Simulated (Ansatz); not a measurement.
Input and output for C2H6ClY, SMILES `[CH3][Y]([CH3])[Cl]`.

```yaml
crystal:
  periodic: [false, false, false]
  atoms:
    - {symbol: C, position_ang: [0.390392, 1.787236, -0.477576]}
    - {symbol: Y, position_ang: [0.346917, -0.047575, 1.044261]}
    - {symbol: C, position_ang: [-0.287950, -1.938292, -0.176948]}
    - {symbol: Cl, position_ang: [-0.641617, 0.325921, 3.246168]}
    - {symbol: H, position_ang: [1.104436, 1.629115, -1.419077]}
    - {symbol: H, position_ang: [0.541272, 2.594848, -0.034198]}
    - {symbol: H, position_ang: [-0.492017, 1.984608, -0.890767]}
    - {symbol: H, position_ang: [-1.178264, -1.648810, -0.818837]}
    - {symbol: H, position_ang: [0.708566, -2.366624, -0.871620]}
    - {symbol: H, position_ang: [-0.435339, -2.786040, 0.520397]}
basis:
  gaussian: {orbitals: def2-TZVPP, final_grid: {core_spheres: 5, valence_spheres: 4, degree: 11}}
hamiltonian: {xc: {name: SPW92}}
accuracy: high
output: {forces: true}
```

```sh
$ ansatz run in.yaml --threads 4 --pin off --events-out ev --progress --plain --max-ram 10444MiB
```

It prints (some lines left out):

```
Functional definition: SPW92
4167 factors; integrals over basis functions are off by at most 3.6e-8 eV
mean field evaluation 1: about -15649.1888 eV, gradient 1.0e2 eV
mean field evaluation 2: about -15507.6154 eV, gradient 2.0e2 eV
mean field evaluation 4: about -15672.6088 eV, gradient 2.5e1 eV
mean field evaluation 8: about -15674.3794 eV, gradient 9.2e-1 eV
mean field evaluation 16: about -15674.3452 eV, gradient 6.4e-3 eV
mean field -15674.34515150 eV, -576.0215598647 hartree, gradient 5.8e-8 eV, S^2 0.000000; 0 other end points of the search recorded, 0 dependent functions left out
reference -15674.34516063 eV, -576.0215602002 hartree; 23, 23 occupied and 221, 221 virtual orbitals, 4167 factors
Total energy: -15674.34516063 eV, -576.0215602002 hartree
Atom 0 at     0.390392     1.787236    -0.477576 Å, force     2.927139    -8.788997    -3.113876 eV/Å
Atom 1 at     0.346917    -0.047575     1.044261 Å, force     0.255290     0.176512    -0.998827 eV/Å
Atom 2 at    -0.287950    -1.938292    -0.176948 Å, force     2.528096    -0.273007    -1.216799 eV/Å
Atom 3 at    -0.641617     0.325921     3.246168 Å, force    -0.083110    -0.010452    -0.036060 eV/Å
Atom 4 at     1.104436     1.629115    -1.419077 Å, force    -0.945414     0.394648     1.759652 eV/Å
Atom 5 at     0.541272     2.594848    -0.034198 Å, force     2.294885     7.551649     4.215576 eV/Å
Atom 6 at    -0.492017     1.984608    -0.890767 Å, force    -4.445257     0.391209    -2.213050 eV/Å
Atom 7 at    -1.178264    -1.648810    -0.818837 Å, force     0.810703    -0.712989     0.372414 eV/Å
Atom 8 at     0.708566    -2.366624    -0.871620 Å, force    -2.747399     1.201734     1.437943 eV/Å
Atom 9 at    -0.435339    -2.786040     0.520397 Å, force    -0.594933     0.069693    -0.206972 eV/Å
Dipole moment:     0.643398    -0.142136    -0.110737 e Å
```

Hardware: 4 threads of an Arm Neoverse V2 on a shared host. Wall time 10 s, peak host memory 1.4 GiB.
